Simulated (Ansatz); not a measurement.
## Isomers

Structures of CH4SiTe, closed shell, relaxed at PBE0-D4/def2-TZVP (vibrations not checked; lower isomers may exist, and structures with a doubtful reference or unclear bonds are left out). Ansatz 0.2.0; basis: def2-TZVPP; cores frozen in the correlated methods. Filled d shells of the heavier atoms are correlated. Core potentials replace the inner electrons of the atoms past krypton. The def2 sets are not built for correlating such inner shells, so the correlated values are less sure here. B3LYP uses VWN-RPA correlation.

Task: Rank them by CCSD(T) energy, lowest first, and give each one's height above the lowest. Links in brackets join atoms within 1.22 times the sum of their covalent radii (1.1 for two metals). (To be estimated.)
A.
CH₄SiTe ([CH2]1[SiH2][Te]1)
```
7
angstrom
Si -1.1124 0.0207 -0.6514
C 0.2995 0.4218 0.4584
Te 0.5747 -1.6790 -0.2255
H -2.4512 -0.1312 -0.0402
H -1.1538 0.6701 -1.9802
H 0.1459 0.4689 1.5310
H 1.1012 1.0594 0.1019
```
B.
CH₄SiTe ([CH2][SiH][TeH])
```
7
angstrom
C -1.3710 0.5906 -0.3247
Si 0.1994 0.2059 0.1942
Te 1.1862 -2.0408 -0.0025
H -2.0230 -0.1122 -0.8281
H -1.7749 1.5829 -0.1565
H 1.0862 1.1839 0.8617
H 2.6970 -1.4103 0.2559
```
C.
CH₄SiTe ([CH2]1[SiH][TeH]1)
```
7
angstrom
C -0.8330 -0.0206 -0.2621
Si 0.0990 -1.5825 0.3124
Te 0.3195 0.8733 1.3626
H -0.6133 0.5294 -1.1751
H -1.8778 0.0867 0.0245
H 1.4921 1.4514 0.3424
H 1.3235 -1.2886 -0.5466
```

Result: The calculation gives: A (0.0 kJ/mol), B (84.2 kJ/mol), C (130.8 kJ/mol). Heights count from the lowest.

Task: Do PBE-D4, r2SCAN-D4, PBE0-D4, B3LYP-D4, wB97M-V, HF, MP2 give the same order? (Judge from chemistry; the calculation decides.)

Result: Computed: All do.

No T1 diagnostic of these runs exceeds 0.013. The restricted Hartree–Fock reference is unstable towards an unrestricted one at one or more of these structures.

For scale, one of the runs: CCSD(T)/def2-TZVPP, 179 basis functions, launched by `ansatz run in.yaml --threads 2 --pin off --events-out ev --progress --plain --max-ram 4352MiB`. The run took 32 s on 2 CPU threads of an INTEL XEON PLATINUM 8581C (shared host), with 1.8 GiB of host memory at its peak.
